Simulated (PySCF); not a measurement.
Molecule: sum formula SiOBr3, net charge 0, doublet state. It need not be the lowest isomer of its formula. 
Structure (B3LYP-D3(BJ)/def2-TZVP (Ansatz) minimum search):
```xyz
5

Si    -0.3820     0.0364    -0.2455
Br    -0.7027    -1.5591     1.2360
Br    -0.0925     1.9475     0.8069
Br     1.2953    -0.4240    -1.6230
O     -1.5194     0.0922    -1.4073
```
Charge 0, spin multiplicity 2.

Dispersion corrections to the total energy (kcal/mol) from the dftd3 and dftd4 libraries through PySCF: D3(BJ) without and D4 with the three-body term, each with the damping fitted for the functional named.

| functional | D3(BJ) | D4 |
|---|---|---|
| LC-wPBE | -6.01 | -7.01 |
| B3LYP | [?] | -10.17 |
| BP86 | -10.71 | -8.86 |
| B2PLYP | [?] | -4.24 |
| HF | -36.53 | -18.11 |
| TPSSh | -6.62 | [?] |
| r2SCAN | -1.39 | -1.28 |

**Question.** Fill in the missing entries.

**Answer.** 
- B3LYP, D3(BJ): -10.46
- B2PLYP, D3(BJ): -5.71
- TPSSh, D4: -7.37
